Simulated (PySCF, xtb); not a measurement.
CH3F3O3Sn, SMILES [OH][Sn]([OH])([OH])[C](F)(F)F. The values are those of a single conformer.

Harmonic wavenumbers (cm⁻¹) from GFN2-xTB (xtb) at its own minimum, in rising order: 21, 70, 71, 129, 130, 137, 176, 178, 207, 212, 212, 266, 409, 466, 466, 502, 502, 631, 785, 814, 814, 1056, 1081, 1082, 3601, 3601, 3609.

**Question.** What does PBE0-D3(BJ)/def2-SVP (PySCF) give at its own minimum? (An estimate is asked for; the answer gives what the named calculation found.)

**Answer.** 28, 69, 69, 111, 111, 170, 182, 182, 231, 231, 241, 273, 533, 533, 627, 648, 648, 750, 836, 853, 853, 1185, 1215, 1215, 3878, 3878, 3880. Paired by order, the mean absolute difference is 84 cm⁻¹ and the zero-point energies are 30.3 and 33.5 kcal/mol.
